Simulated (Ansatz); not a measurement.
`CB1COC=N1`, relaxed with RKS PBE0-D4/def2-TZVP in Ansatz from a PBE-D4/def2-SVP geometry. The force threshold is 0.005 eV/Å; the program also tests the step.

The species carries charge 0 and has multiplicity 1.

Start:

```xyz
12

C    -1.874   -0.063    0.131
B    -0.331   -0.054   -0.138
C     0.849    0.451    0.813
O     2.046    0.158    0.027
C     1.593   -0.392   -1.115
N     0.326   -0.565   -1.335
H    -2.215    0.672    0.886
H    -2.147   -1.071    0.519
H    -2.456    0.067   -0.804
H     0.849    1.540    1.036
H     0.944   -0.079    1.785
H     2.416   -0.663   -1.806
```

```tsv
step	energy (eV)	largest force (eV/Å)	largest move (Å)
1	-7416.8819	0.939	0.000
2	-7416.9311	0.249	0.028
3	-7416.9360	0.045	0.010
4	-7416.9361	0.022	0.003
5	-7416.9361	0.015	0.004
6	-7416.9361	0.016	0.014
7	-7416.9361	0.011	0.004
8	-7416.9362	0.009	0.020
9	-7416.9362	0.021	0.021
10	-7416.9363	0.023	0.010
11	-7416.9363	0.019	0.015
12 (rejected)	-7416.9363	0.026	0.006
13	-7416.9363	0.008	0.003
14	-7416.9363	0.005	0.009
15	-7416.9363	0.005	0.018
16	-7416.9363	0.006	0.014
17	-7416.9363	0.004	0.003
```

End:

```xyz
12

C    -1.859   -0.075    0.141
B    -0.325   -0.065   -0.120
C     0.845    0.476    0.799
O     2.026    0.172    0.018
C     1.579   -0.410   -1.092
N     0.330   -0.600   -1.298
H    -2.186    0.567    0.961
H    -2.164   -1.101    0.383
H    -2.411    0.190   -0.766
H     0.833    1.555    0.980
H     0.948   -0.020    1.768
H     2.382   -0.690   -1.773
```

Hardware: 4 threads of an Arm Neoverse V1 on a shared host. Wall time 74 s, peak host memory 0.58 GiB.
